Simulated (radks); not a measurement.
The numbers below are computed, except where a source is named.
Q: Species: Te45+. Configuration: [He] 2s2 2p3. Level of theory: Dirac Kohn-Sham, PBE, spin-unpolarised, spherical densities, point nucleus; open shells are shared between the two j in proportion to 2j + 1; speed of light set to 274.072 atomic units (2 times the physical value, a model run) (a radial shooting solver on a logarithmic mesh with Libxc functionals). Some entries of the table are withheld. Estimate them.

| orbital | occ. | eigenvalue (eV) | r(max) (bohr) | <1/r> (bohr^-1) |
|---|---|---|---|---|
| 1s1/2 | 2 | (1) | (2) | 52.50 |
| 2s1/2 | 2 | -7828.893 | (3) | 12.60 |
| 2p1/2 | 1 | -7645.424 | 0.07985 | 12.55 |
| 2p3/2 | 2 | -7574.419 | 0.08092 | 12.32 |
| 3s1/2 | 0 | -3328.836 | (4) | 5.398 |
| 3p1/2 | 0 | -3267.059 | 0.2486 | 5.363 |
| 3p3/2 | 0 | -3247.344 | 0.2504 | 5.301 |

A: 
(1) 1s1/2 eigenvalue (eV): -34377.94
(2) 1s1/2 r(max) (bohr): 0.01900
(3) 2s1/2 r(max) (bohr): 0.1032
(4) 3s1/2 r(max) (bohr): 0.2665
